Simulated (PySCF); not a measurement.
Si(CCH)(Cl)2(Me) (C₃H₄Cl₂Si), SMILES Cl[Si](C)(C#C)Cl.

Geometry: PBE0-D3(BJ)/def2-SVP.

These are PySCF with PBE0/def2-TZVP values and carry that method's errors.

Symmetry labels are those of the subgroup Cs that the program uses (full group Cs).

Computed valence orbital energies around the gap with their symmetry:
| orbital | symmetry | energy (eV) |
|---|---|---|
| HOMO−7 | A" | -11.22 |
| HOMO−6 | A' | -11.03 |
| HOMO−5 | A' | -9.77 |
| HOMO−4 | A" | -9.57 |
| HOMO−3 | A" | -9.17 |
| HOMO−2 | A' | -9.10 |
| HOMO−1 | A' | -8.65 |
| HOMO | A" | -8.58 |
| LUMO | A" | -0.66 |
| LUMO+1 | A' | -0.60 |
| LUMO+2 | A' | 0.94 |
| LUMO+3 | A' | 1.59 |
